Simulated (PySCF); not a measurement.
FNa, charge -1, doublet, at the geometry of the source list (a state made from the parent by changing its charge; the spin is typed, not shown lowest) (in this run its highest filled SCF level lies above zero, so its values depend strongly on the basis, on diffuse functions most of all). Base run: B3LYP/def2-SVPD (PySCF).

Here is a job for PySCF.
```python
from pyscf import gto, scf, dft, solvent

mol = gto.M(
    atom='''
Na   -0.447700   -0.406900   -0.634100
F     0.447700    0.406900    0.634100
''',
    basis='def2-svpd',
    charge=-1,
    spin=1,
    verbose=3,
)

mf = dft.UKS(mol)
mf.xc = 'b3lyp'
mf.kernel()
```

The base run was repeated with changes; each row names its change, and settings that it needs were set with it.

| change | ΔE vs base (kJ/mol) |
|---|---|
| base | 0.00 |
| model = IEF-PCM; solvent = n-hexane; vdw_scale = 1.0 | -104.1 |
| model = IEF-PCM; solvent = acetonitrile | -219.6 |
| model = ddCOSMO; solvent = n-hexane | -76.8 |
| model = IEF-PCM; solvent = 2-propanol | -213.6 |
| model = C-PCM; solvent = n-hexane | -102.8 |
| model = IEF-PCM; solvent = chloroform | -174.5 |
| model = IEF-PCM; solvent = n-hexane; vdw_scale = 1.4 | -94.0 |
| model = IEF-PCM; solvent = n-hexane; r_probe = 0.5 | -91.1 |
| model = IEF-PCM; solvent = n-hexane | -100.5 |
| model = IEF-PCM; solvent = n-hexane; vdw_scale = 1.1 | -102.9 |
| model = IEF-PCM; solvent = n-hexane; lebedev_order = 41 | -100.5 |

The base is the gas phase, so ΔE is the electrostatic part of solvation at a fixed geometry, without cavity and dispersion terms.

Open shells are given as the SCF converged; they aren't shown to be the lowest states, and a large step between rows can be another state.

The gas-phase anion may not be bound at this level, which the solvent then changes.
